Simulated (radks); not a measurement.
The zirconium ion Zr3+, 37 electrons, occupied as [Kr] 4d1. Calculated with a radial shooting solver on a logarithmic mesh with Libxc functionals: non-relativistic Kohn-Sham, PBE, spin-polarised, spherical densities, point nucleus; open shells are filled with parallel spins first (spin-orbit coupling, left out, can overturn this in heavy ions); relativity is left out, which matters for an element this heavy.

Normalised radial functions P(r) = r R(r), r in bohr:

```
   r/bohr * 3d up, o 4s up, + 4p up (the largest magnitude, 1.49, reaches the edge; | marks zero, & curves that meet)
 0.005521                             & o
 0.007247                             &  o
 0.009513                             &  o
  0.01249                             *+ o
  0.01626                             *+  o
  0.02134                             *+  o
  0.02801                             * +o
  0.03648                             |*o+
  0.04788                             o*  +
  0.06284                           o |  * +
  0.08249                        o    |    *+
   0.1074                       o     |    +  *
    0.141                        o    |  +         *
   0.1851                            &|                  *
    0.241                       +     |    o                  *
   0.3163                    +        |         o                *
   0.4151                     +       |        o                *
   0.5449                            +|o                    *
   0.7096                    o        |       +      *
   0.9314           o                 |       *      +
    1.222           o                 |  *              +
    1.592                o            |*            +
    2.089                       o     *       +
    2.743                           o *  +
      3.6                             &+
    4.687                             &
    6.153                             &
```

3d up: eigenvalue -205.61 eV, 0 radial nodes, <r> = 0.451 bohr, 90 % of the charge inside 0.725 bohr. 4s up: eigenvalue -79.478 eV, 3 radial nodes at r = 0.0493, 0.196, 0.564 bohr, <r> = 1.23 bohr, 90 % of the charge inside 1.79 bohr. 4p up: eigenvalue -59.224 eV, 2 radial nodes at r = 0.173, 0.570 bohr, <r> = 1.35 bohr, 90 % of the charge inside 1.99 bohr.
